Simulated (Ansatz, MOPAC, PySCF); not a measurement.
Reaction (SMILES): C[C](C)CN → C([CH]N)(C)C

Property: isomerisation energy (enthalpy at 298 K), in kcal/mol. Terms: dispersion terms only where a functional's name holds one; non-relativistic; UHF or UKS for open shells; PM7 with its own dispersion and hydrogen-bond terms; spin-orbit terms left out; 6-31G* and kin with 6d, 5d where marked; valence correlation only. CBS(X,Y): correlation extrapolated as X^-3; Hartree-Fock from the larger set. First-principles rows: single points at B3LYP-D3(BJ) geometries (Ansatz, a first-principles code), with unscaled harmonic terms from B3LYP/6-31G* at its own minima. Semi-empirical rows: MOPAC heats of formation at their own minima for 298 K.

Coupled cluster (Ansatz) is a level with limits of its own, used here on species with T1 under 0.025 (0.045 for open shells) and stable references: CCSD(T)/CBS(cc-pVTZ,cc-pVQZ).

Value to compare with, CCSD(T)/CBS(cc-pVTZ,cc-pVQZ) (Ansatz): -4.5 kcal/mol.

```
level               program  isomerisation energy (enthalpy at 298 K) (kcal/mol)  difference
------------------  -------  ---------------------------------------------------  ----------
PM7                   MOPAC                                                 -4.7        -0.2
MNDO                  MOPAC                                                  1.5         6.0
HF/3-21G             Ansatz                                                 -4.7        -0.2
HF/6-31G*            Ansatz                                                 -2.0         2.5
BLYP/6-31G*          Ansatz                                                 -3.4         1.1
BP86/def2-SVP         PySCF                                                 -4.0         0.5
B3LYP/3-21G          Ansatz                                                 -7.0        -2.5
B3LYP/6-31G*         Ansatz                                                 -3.3         1.2
MP2/3-21G            Ansatz                                                 -6.5        -2.0
wB97M-V/def2-TZVPD   Ansatz                                                 -4.6        -0.1
```

Among the 9 habitual levels, MNDO lies farthest from CCSD(T)/CBS(cc-pVTZ,cc-pVQZ) (Ansatz) (6.0 kcal/mol); 5 of 9 lie above it, and their mean absolute difference is 1.8 kcal/mol, the median 1.2. One case shows no general order.

The levels are drawn from those run, B3LYP/6-31G* more often than the rest, none by its result; runs whose electronic state is in doubt are left out.
